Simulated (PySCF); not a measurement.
InCl2Et, C2H5Cl2In.
Geometry (PBE0-D3(BJ)/def2-SVP, Å), atoms numbered from 1 in this order:
```
atom  x, y, z in Å
In1    0.8361    1.3472    0.5789
Cl2    3.1867    1.4063    0.5641
Cl3   -0.0386    3.5262    0.5856
C4    -0.3512   -0.4514    0.5502
C5    -0.5799   -0.9983   -0.8525
H6    -1.2973   -0.2007    1.0531
H7     0.1858   -1.1704    1.1872
H8    -1.1763   -1.9249   -0.8123
H9    -1.1290   -0.2896   -1.4914
H10    0.3638   -1.2446   -1.3629
```

Method used: PBE0-D3(BJ)/def2-SVP geometry optimisation, gas phase, def2 core potentials past Kr (PySCF 2.14.0).

Problem. Which atoms are bound to In1, and at what distances?

Solution. 3 atoms: C4 2.155 Å, Cl3 2.348 Å, Cl2 2.351 Å. The nearest atom not counted as bound is H7, at 2.67 Å (others tie with it).

Problem. List the angles at In1.

Solution. 
```csv
angle,degrees,distance of the outer atoms (Å)
Cl2–In1–C4,124.9,4.00
Cl3–In1–C4,124.7,3.99
Cl2–In1–Cl3,110.4,3.86
```

Problem. What is the shape at In1?

Solution. Planar: angles 124.9°, 124.7° and 110.4°, sum 360.0°, 0.01 Å off the plane of its three neighbours.

Problem. What are the other bond lengths?

Solution. C4–C5 1.523 Å; C4–H6, C4–H7 1.100 Å; C5–H8, C5–H9, C5–H10 1.101 Å.

Problem. Give some angles away from the centre.

Solution. In1–C4–C5 113.2°.

Problem. What are the rotational constants (commonest isotopes, rigid rotor)?

Solution. A = 1786, B = 1479, C = 863.2 MHz: an asymmetric top.

Point group: near Cs, missed by 0.19 Å at most; the miss may be what the optimiser left on a soft mode. Charge 0, singlet. No frequency check.

One conformer stands for the species.
